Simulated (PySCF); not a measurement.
Excitations are Tamm–Dancoff values on a coarser integration grid. The basis has no diffuse functions, so Rydberg states are missing or too high.

Cartesian coordinates (Å):
```xyz
6

O      1.3312    -0.3027    -0.5831
Ge    -0.3222    -0.0580     0.0047
Cl    -1.5417    -1.3855    -1.1291
Cl    -0.4707    -0.5045     2.1004
Cl    -0.9518     1.9750    -0.2852
H      1.9553     0.2756    -0.1077
```
Charge 0, multiplicity 1.

Task: What is the computed T1 excitation (TDA), dipole moment, HOMO–LUMO gap, S1 excitation (TDA), S1–T1 gap (TDA), total energy, HOMO and LUMO (PBE-D3(BJ)/def2-TZVP run with PySCF)?

Result: 
```json
{
 "T1 excitation (TDA)": "4.84 eV",
 "dipole_moment": "1.41 D",
 "HOMO–LUMO gap": "5.01 eV",
 "S1 excitation (TDA)": "5.15 eV",
 "S1–T1 gap (TDA)": "0.31 eV",
 "total_energy": "-3532.7218 Ha",
 "HOMO": "-7.99 eV",
 "LUMO": "-2.98 eV"
}
```
